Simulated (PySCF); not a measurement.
SMILES CC[SiH2][SiH2]c1cccs1 (C6H12SSi2) at its GFN2-xTB optimised geometry (Å):

```
21

C     -0.8858    -0.2720    -3.6299
C     -2.3438    -0.4002    -3.2040
Si    -2.6757    -1.9476    -2.1361
Si    -1.6243    -1.8112    -0.0720
C     -0.4354    -0.3575     0.0000
C      0.9286    -0.3575     0.0000
C      1.5024     0.9318     0.0000
C      0.5649     1.9132    -0.0050
S     -1.0299     1.2748    -0.0073
H     -0.7356     0.6191    -4.2382
H     -0.2308    -0.2011    -2.7636
H     -0.5792    -1.1367    -4.2151
H     -2.9722    -0.4238    -4.0963
H     -2.6314     0.4958    -2.6494
H     -4.1342    -2.0757    -1.9944
H     -2.2376    -3.1216    -2.9082
H     -0.7937    -2.9758     0.2658
H     -2.5620    -1.6245     1.0448
H      1.5061    -1.2654     0.0018
H      2.5620     1.1180     0.0036
H      0.7071     2.9758    -0.0048
```

Calculation: CAM-B3LYP/def2-SVP in PySCF. Cells within 0.4 Å of a nucleus heavier than hydrogen are left out (blank, or x).

Map of the deformation density (molecule minus spherical neutral atoms) (e/bohr³) on the plane z = 0.0 Å:

```
|22222222222222222222222222222|
|22222222222222222222222222222|
|22222222222222222222222222222|
|22222222222222222222222222222|
|22222222222222211122222222222|
|22222222222222222122222222222|
|22222222222211259422222222222|
|22222222222111269411222222222|
|222222222211122xx211122222222|
|222222222331155xx631222222222|
|22222222233xx4437953541122222|
|22222222222xx11036xx992122222|
|222222221102320014xx542222222|
|22222222111353102783222222222|
|2222222211124x444x52112222222|
|222222221123xx99xx31122222222|
|2222222111358x454x73222222222|
|22222222113552112694222222222|
|22222222222332112342122222222|
|222222222xx121111211222222222|
|222222221xx332222222222222222|
|22222221113553222222222222222|
|22222221124653222222222222222|
|22222222223332222222222222222|
|22222222222222222222222222222|
|22222222222222222222222222222|
|22222222222222222222222222222|
|22222222222222222222222222222|
|22222222222222222222222222222|
```
Scale: ten equal steps from -0.034 (start of '0') to 0.105 (end of '9'), in the order '0123456789'; x runs from -5.00 to 5.00, y from -5.00 (bottom) to 5.00 (top).
